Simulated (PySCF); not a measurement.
## Static response to an electric field

Species: C3H5NO3Si2.
Structure used (GFN2-xTB), in Å, numbered top down from 1:
```xyz
14
C3H5NO3Si2 angstrom
C     -2.004   -1.711   -1.184
C     -1.522   -0.664   -0.846
Si    -0.718    0.912   -0.295
O      0.114    1.641   -1.472
O     -1.790    1.977    0.299
O      0.352    0.515    0.867
Si     1.807   -0.065    1.251
C      2.026   -1.740    0.440
N      2.173   -2.769   -0.041
H     -2.430   -2.624   -1.487
H     -0.334    2.205   -2.095
H     -2.273    1.782    1.096
H      2.868    0.803    0.749
H      1.731   -0.262    2.696
```

Level: CAM-B3LYP/def2-SVPD (PySCF), static field, nuclei fixed, core orbitals frozen in the response. The polarisability tensor in these axes (au):

```
x    85.62   2.70   5.22
y     2.70 102.11   8.99
z     5.22   8.99  79.48
```

Diagonalise the tensor; give its mean and Δα, where Δα² is half the sum of the squared differences of the eigenvalues.

Principal values 74.76, 86.30 and 106.15 au; mean 89.07 au = 13.20 Å³ = 14.69 × 10⁻⁴⁰ C²·m²/J; Δα = 27.51 au (31 % of the mean).

What is the dipole moment, and where does it point?

(-1.99, 2.54, 1.19) D, 3.44 D in size, pointing from the negative to the positive side. Measured along this direction, the outermost atoms are N9 at the negative end and H12 at the positive end.

Rayleigh depolarisation ratio (linearly polarised light, static tensor)?

ρ = 3Δα²/(45ᾱ² + 4Δα²) = 2270.0/(356992 + 3026.7) = 0.00631.

Sum over states: ᾱ = Σ f/ω², ω in Eh. What share falls to these 8 lowest TDDFT singlets (eV, f)? 6.17, 0.0000; 6.43, 0.0002; 6.43, 0.0003; 6.97, 0.0012; 7.43, 0.0047; 7.54, 0.0042; 7.63, 0.0147; 7.70, 0.0117.

They add up to 0.48 au, 0.5 % of the 89.07 au; the largest single term is 0.19 au, from the state at 7.63 eV. Terms in order: 0.00, 0.00, 0.01, 0.02, 0.06, 0.05, 0.19, 0.15 au. Higher excitations give the rest. The strengths listed sum to 0.037.

Find the Langevin capture rate constant for NO+ (29.998 u) meeting this molecule (158.981 u), k = 2.342 × 10⁻⁹ cm³/s × √(α in Å³ / reduced mass in u).

The reduced mass is 25.24 u, so k = 1.69 × 10⁻⁹ cm³/s. The formula leaves out the permanent dipole, which adds to the capture rate.

In a dilute gas of rigid molecules at 400 K, how does the orientational term μ²/3kT compare with the electronic polarisability?

In Gaussian units μ²/3kT = 71.46 Å³ against 13.20 Å³, a ratio of 5.41; the Debye molar polarisation (4π/3)N_A(α + μ²/3kT) is 213.6 cm³/mol, leaving out the vibrational part.

Molar refractivity from α?

Lorentz–Lorenz: R = (4π/3)N_A α = 2.5225 cm³/(mol·Å³) × 13.20 Å³ = 33.3 cm³/mol, in the limit of long wavelengths.

Geometry: GFN2-xTB, one conformer, isolated molecule.
